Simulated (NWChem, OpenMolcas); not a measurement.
# How basis sets differ on CH6NPSi (SMILES C1NP[SiH2]1)

The species is CH6NPSi (10 atoms), meant as a singlet with charge 0. SMILES: `C1NP[SiH2]1`. Geometry: relaxed at PBE0-D4/def2-TZVP.

Each level gives the HOMO–LUMO gap (eV). The values are calculated.

```
                                        level          kind     program  value (eV)  CPU time
                         HF/ANO-RCC-MB (DKH2)  Hartree–Fock  OpenMolcas       13.48     5.5 s
                                    HF/STO-3G  Hartree–Fock      NWChem       15.99     3.3 s
                                     HF/3-21G  Hartree–Fock      NWChem       12.36     3.5 s
HF/6-31G* (RICD fitting, Cartesian functions)  Hartree–Fock  OpenMolcas       12.42     3.6 s
                                  HF/def2-SVP  Hartree–Fock  OpenMolcas       12.90      18 s
```

The values span 12.36 to 15.99 eV. A Hartree–Fock LUMO above zero doesn't converge with the basis: it sinks as sets grow more diffuse. Orbital gaps aren't excitation energies. CPU times are rough (shared hosts, several kinds of processor and program).
